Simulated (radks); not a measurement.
Spherical jellium clusters: N electrons in a uniform positive sphere of charge N and radius rs N^(1/3), rs = 3.37 bohr. Method: non-relativistic Kohn-Sham, LDA (Slater exchange, Perdew-Wang correlation), spin-polarised, spherical densities; computed with a radial shooting solver with Libxc functionals. Levels are named by radial order and angular momentum (1s, 1p, 1d, 2s, ...), and open shells are averaged over m.

N = 12, configuration 1s2 1p6 1d(up 4, down 0). This is the lowest configuration that the search found. Occupied and some empty levels:

| level | occupation | eigenvalue (eV) | <r> (bohr) |
|---|---|---|---|
| 1s up | 1 | -6.1357 | 4.961 |
| 1s down | 1 | -5.7437 | 4.769 |
| 1p up | 3 | -4.7037 | 6.003 |
| 1p down | 3 | -4.1993 | 5.963 |
| 1d up | 4 | -2.9787 | 6.905 |
| 1d down | 0 | -2.4567 | 7.001 |
| 2s up | 0 | -2.3783 | 6.516 |
| 2s down | 0 | -2.1018 | 6.717 |
| 1f up | 0 | -1.1228 | 8.014 |
| 2p up | 0 | -0.84398 | 9.321 |
| 1f down | 0 | -0.66585 | 8.398 |
| 2p down | 0 | -0.62873 | 9.934 |

Energy (eV): total -19.5879, kinetic 28.711, external -592.27, Hartree 288.73, exchange-correlation -49.484, background 304.72.

Electron density:

| r (bohr) | n(r) (e/bohr^3) |
|---|---|
| 0.579 | 0.003734 |
| 1.55 | 0.004471 |
| 2.51 | 0.005627 |
| 3.48 | 0.006745 |
| 4.45 | 0.007224 |
| 5.41 | 0.006574 |
| 6.38 | 0.004851 |
| 7.35 | 0.002816 |
| 8.31 | 0.001315 |
| 9.28 | 0.0005365 |
| 10.2 | 0.0002014 |
| 11.2 | 0.00007295 |
| 12.2 | 0.00002544 |
